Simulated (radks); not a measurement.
Isoelectronic series with 1 electrons, all held in the configuration 1s1, which need not be the ground one along the series. Calculated with a radial shooting solver on a logarithmic mesh with Libxc functionals: scalar-relativistic Kohn-Sham, SCAN, spin-polarised, spherical densities, finite nucleus; open shells are filled with parallel spins first (spin-orbit coupling, left out, can overturn this in heavy ions); meta-GGA in the generalised Kohn-Sham scheme; Fermi nuclear charge, rms radius of each element as measured or else 0.836 A^(1/3) + 0.57 fm. Total energies (hartree) and orbital eigenvalues (hartree):

| ion | E (hartree) | 1s up |
|---|---|---|
| Se33+ | -587.20365 | -580.0120 |
| Rb36+ | -697.48062 | -689.6203 |
| Tc42+ | -948.48899 | -939.2627 |
| Pd45+ | -1089.65077 | -1079.725 |
| In48+ | -1241.58004 | -1230.942 |
| Te51+ | -1404.55549 | -1393.192 |
| Cs54+ | -1578.8923 | -1566.788 |
| Ce57+ | -1764.9342 | -1752.072 |
| Pm60+ | -1963.0644 | -1949.426 |
| Gd63+ | -2173.6960 | -2159.262 |
| Yb69+ | -2634.4764 | -2618.380 |
